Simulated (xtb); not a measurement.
HNaO, charge +1, doublet, at a GFN2-xTB geometry (such geometries of metal compounds can be far from the true shape) (a state made from the parent by changing its charge; the spin is typed, not shown lowest). Base run: GFN2-xTB (xtb 6.7.1).

Geometry (Å):
```xyz
3

Na     0.0000     0.0000    -0.9802
O      0.0000     0.0000     1.0898
H      0.0000     0.0000     2.0632
```
Charge +1, spin multiplicity 2.
All else is at xtb's defaults.
Base energy -4.27137 Eh.

Variants of this job, named by their change:

```
change           ΔE vs base (mEh)  G_solv (kcal/mol)  SCF cycles
---------------  ----------------  -----------------  ----------
base                        0.000                  -           9
acc = 30                    0.000                  -           6
alpb = ch2cl2             -82.928             -52.05           9
alpb = methanol           -95.229             -60.36           9
acc = 0.1                   0.000                  -           9
gbsa = thf                 -108.0             -69.38           9
etemp = 10000             -49.033                  -           9
```

ALPB and GBSA are two models with their own fitted parameters for each solvent, which aren't always the measured dielectric constant.
